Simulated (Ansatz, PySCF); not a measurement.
Gas-phase reaction (SMILES): N[Si](N)(F)F + F (HF) → N[Si](F)(F)F + N (NH3); hydrogen fluoride cleaves one Si-N bond, a model of a ligand-exchange step.

Structures are relaxed separately at B3LYP-D3(BJ)/def2-TZVP in Ansatz (a first-principles code), one conformer each, not searched for the lowest. Valence correlation only, unless marked. No spin-orbit coupling. No relativistic terms. CBS(X,Y): correlation extrapolated as X^-3; Hartree-Fock from the larger set. The bracket is a focal-point correction in the basis named. Thermal terms are rigid-rotor harmonic-oscillator values from B3LYP-D3(BJ) frequencies (Ansatz or PySCF) at 298.15 K and 1 atm. 1 Eh = 627.5095 kcal/mol.

```json
[
 {"species": "N[Si](N)(F)F", "E, RI-MP2/CBS(aug-cc-pV(T+d)Z,aug-cc-pV(Q+d)Z)+[CCSD(T)-MP2]/aug-cc-pV(T+d)Z (Ansatz) (Eh)": "-600.70038", "E, PBE/def2-TZVPD (Ansatz) (Eh)": "-600.98893", "H - E (Eh)": "0.06676"},
 {"species": "F (HF)", "E, RI-MP2/CBS(aug-cc-pV(T+d)Z,aug-cc-pV(Q+d)Z)+[CCSD(T)-MP2]/aug-cc-pV(T+d)Z (Ansatz) (Eh)": "-100.39388", "E, PBE/def2-TZVPD (Ansatz) (Eh)": "-100.39521", "H - E (Eh)": "0.01259"},
 {"species": "N[Si](F)(F)F", "E, RI-MP2/CBS(aug-cc-pV(T+d)Z,aug-cc-pV(Q+d)Z)+[CCSD(T)-MP2]/aug-cc-pV(T+d)Z (Ansatz) (Eh)": "-644.61537", "E, PBE/def2-TZVPD (Ansatz) (Eh)": "-644.90119", "H - E (Eh)": "0.04235"},
 {"species": "N (NH3)", "E, RI-MP2/CBS(aug-cc-pV(T+d)Z,aug-cc-pV(Q+d)Z)+[CCSD(T)-MP2]/aug-cc-pV(T+d)Z (Ansatz) (Eh)": "-56.50756", "E, PBE/def2-TZVPD (Ansatz) (Eh)": "-56.51037", "H - E (Eh)": "0.03799"}
]
```

Q: Work out ΔE and ΔH at 298.15 K at the first level, then ΔH at the second.

A: 
1. ΔE = [(-644.61537) + (-56.50756)] - [(-600.70038) + (-100.39388)] = -0.02867 Eh = -18.0 kcal/mol at RI-MP2/CBS(aug-cc-pV(T+d)Z,aug-cc-pV(Q+d)Z)+[CCSD(T)-MP2]/aug-cc-pV(T+d)Z.
2. The terms H - E add up to 0.00099 Eh, so ΔH = (-0.02867 + (0.00099))×627.5095 = -17.4 kcal/mol.
3. At PBE/def2-TZVPD the same steps give ΔE = -17.2 and ΔH = -16.6 kcal/mol, a shift of +0.8 from the first level.
4. These values are not checked against measurement here, since the tables used lack a sound gas-phase enthalpy of formation for at least one species.
